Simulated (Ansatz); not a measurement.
Z-matrix (Å, degrees):
```
B
C 1 1.544
H 1 1.202 2 119.3
H 1 1.199 2 122.1 3 180.0
C 2 1.350 1 116.5 3 -0.0
Al 2 1.951 1 125.8 3 180.0
H 5 1.092 2 121.6 1 0.0
H 5 1.091 2 123.2 1 -180.0
H 6 1.586 2 121.7 1 -0.0
H 6 1.591 2 117.4 1 180.0
```

Total charge 0; spin multiplicity 1.

(1) List the r2SCAN/def2-TZVPP orbital energies in eV (Ansatz). (Best estimate.)

## Answers

(1) Ansatz gave: Occupied: -1516.83, -274.11, -272.61, -180.26, -110.36, -70.74, -70.46, -70.45, -20.11, -15.02, -12.60, -11.46, -10.14, -9.25, -8.05, -7.90, -7.43, -6.71. Lowest empty: -3.09, -1.85, 0.36, 0.66, 1.14, 1.90, 2.32, 3.07.
